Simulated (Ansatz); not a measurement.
A nudged elastic band was laid between two geometries of BF3 + BrH (6 atoms, charge 0, multiplicity 1).

The calculation used Ansatz 0.2.0, RKS PBE0/def2-SVP.

| Property | Result |
| --- | --- |
| movable images | 7 |
| climbing image | yes |
| spring | 5.0 eV/Å² |
| optimiser | quadratic models (default) |
| start path | through a guess of the saddle point |
| force threshold | 0.05 eV/Å |
| iteration limit | 60 |
| end points | relaxed |

Initial state:

```xyz
6
Properties=species:S:1:pos:R:3
B -0.891 0.073 -0.555
F -0.739 1.155 0.177
F -1.569 -0.944 -0.081
F -0.429 0.046 -1.781
H 1.726 0.471 1.430
Br 1.903 -0.800 0.810
```

Final state:

```xyz
6
Properties=species:S:1:pos:R:3
B -0.281 -0.513 -0.487
F -0.106 1.358 0.719
F -1.412 -0.875 0.065
F -0.273 0.115 -1.636
H 0.697 1.162 1.143
Br 1.375 -1.248 0.196
```

Q: Which bonds break or form, and what moves?

A: Bonds broken: B1–F2, H5–Br6. Bonds formed: B1–Br6, F2–H5. BF3 + BrH becomes BBrF2 + FH.

Q: Give the energies along the band, and the barrier.

A: The run converged. The highest image is number 5 of 0 to 8, 109.3 kJ/mol above the first end and 33.6 kJ/mol above the last; the last end lies 75.7 kJ/mol above the first. A vibrational analysis at the climbing image gives one clearly imaginary mode, 829i cm⁻¹: a first-order saddle point. The orbitals stay closed-shell, which can raise the energy where a bond breaks towards radicals; this wasn't checked here.

| image | path coordinate (Å) | energy (kJ/mol) | B1–F2 (Å) | H5–Br6 (Å) | B1–Br6 (Å) |
| --- | --- | --- | --- | --- | --- |
| 0 | 0.00 | 0.0 | 1.32 | 1.42 | 3.23 |
| 1 | 0.34 | 1.0 | 1.32 | 1.42 | 3.16 |
| 2 | 0.67 | 5.7 | 1.32 | 1.43 | 3.01 |
| 3 | 1.01 | 23.0 | 1.34 | 1.44 | 2.72 |
| 4 | 1.34 | 68.8 | 1.40 | 1.50 | 2.41 |
| 5 | 1.68 | 109.3 | 1.53 | 1.71 | 2.19 |
| 6 | 2.00 | 90.6 | 1.75 | 2.02 | 2.04 |
| 7 | 2.32 | 78.4 | 2.00 | 2.34 | 1.97 |
| 8 | 2.65 | 75.7 | 2.23 | 2.68 | 1.94 |

Q: What is the geometry of the highest image?

A: 
```xyz
6
Properties=species:S:1:pos:R:3:forces:R:3
B -0.388 -0.146 -0.345 0.02 0.00 0.01
F -0.214 1.118 0.508 0.00 0.01 0.01
F -1.405 -0.859 0.094 0.00 0.00 -0.01
F -0.254 0.141 -1.624 -0.01 -0.01 0.00
H 0.760 0.622 0.872 0.00 0.00 0.00
Br 1.500 -0.877 0.496 0.00 0.00 0.00
```

Q: What are the harmonic wavenumbers there?

A: 829i, 207, 252, 377, 377, 466, 615, 718, 1048, 1147, 1479, 1598 cm⁻¹.

The run took 2.2 min on 2 threads of Arm Neoverse V2 (shared host), peak memory 0.2 GiB.
